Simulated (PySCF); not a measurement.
From one molecule to another.

First species: C₇H₁₁FSi.
SMILES: `C=C[C@@H]1[SiH2]/C(=C\C)[C@@H]1F`

Second species: C5H9FO2Si2.
Atom-mapped SMILES: `[CH3:1][SiH2:2][C@H:3]([F:4])[C:5]#[C:6][SiH2:7][O:8][CH:9]=[O:10]` (hydrogens: H11, H12, H13 on C1; H14, H15 on Si2; H16 on C3; H17, H18 on Si7; H19 on C9)

Levels: PBE0/pcSseg-1 for dipole moment, HOMO energy, LUMO energy and HOMO–LUMO gap; GFN2-xTB for rotational constant A and rotational constant C. Geometries: GFN2-xTB. Each species is one conformer at its optimised geometry, gas phase, non-relativistic unless stated; the electronic structure was computed with PySCF and density fitting.

Dipoles, sizes and rotational constants follow the conformer. The torsions of the flexible species, by atom-mapped SMILES:
- `[CH2:1]=[CH:2][C@@H:3]1[SiH2:4]/[C:5](=[CH:6]\[CH3:7])[C@@H:8]1[F:9]`: C1–C2–C3–Si4 -117°
- `[CH3:1][SiH2:2][C@H:3]([F:4])[C:5]#[C:6][SiH2:7][O:8][CH:9]=[O:10]`: C1–Si2–C3–F4 -177°, C6–Si7–O8–C9 -178°, Si7–O8–C9–O10 1°

Values for the first species:

```
Dipole moment         : 2.14 D
HOMO energy           : -6.88 eV
LUMO energy           : -0.68 eV
HOMO–LUMO gap         : 6.20 eV
Rotational constant A : 2.217 GHz
Rotational constant C : 0.749 GHz
```

Estimate the same properties for the second species, and the change in each.

```json
{"property": "dipole moment", "first": "2.14 D", "second": "3.27 D", "second less first": "+1.13 D"}
{"property": "HOMO energy", "first": "-6.88 eV", "second": "-7.86 eV", "second less first": "-0.98 eV"}
{"property": "LUMO energy", "first": "-0.68 eV", "second": "-0.97 eV", "second less first": "-0.29 eV"}
{"property": "HOMO–LUMO gap", "first": "6.20 eV", "second": "6.89 eV", "second less first": "+0.69 eV"}
{"property": "rotational constant A", "first": "2.217 GHz", "second": "1.900 GHz", "second less first": "-0.317 GHz"}
{"property": "rotational constant C", "first": "0.749 GHz", "second": "0.307 GHz", "second less first": "-0.442 GHz"}
```

On the first: A dipole of 2.14 D is allowed in C1, and pure rotational transitions are dipole-allowed. In atomic units the dipole is 0.84 e·bohr (1 au = 2.5417 D).

On the second: The dipole matches unit charges of opposite sign 0.68 Å apart (1 e·Å = 4.8032 D).
